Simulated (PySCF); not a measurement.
BeCl, SMILES [Cl][Be], multiplicity 2.

The structure is a stationary point at PBE-D3(BJ)/def2-TZVPD. The multiplicity is an assumed one; other spin states were not compared.

Method: C-PCM-PBE0/def2-TZVPD run with PySCF.

The values are the electrostatic part of the solvation free energy, E(continuum) − E(gas) at the gas-phase geometry, in a cavity of scaled van der Waals radii (PySCF's table); cavitation and dispersion terms are not included. A continuum can't describe solvent molecules that bind to the metal. The dipole moment in vacuum is 0.95 D.

Computed values in water (ε = 78.36), N,N-dimethylformamide (ε = 37.22), methanol (ε = 32.61):
| solvent | ε | ΔG(elec) (kcal/mol) | dipole (D) |
|---|---|---|---|
| water | 78.36 | -3.5 | 1.46 |
| N,N-dimethylformamide | 37.22 | -3.4 | 1.45 |
| methanol | 32.61 | -3.4 | 1.45 |
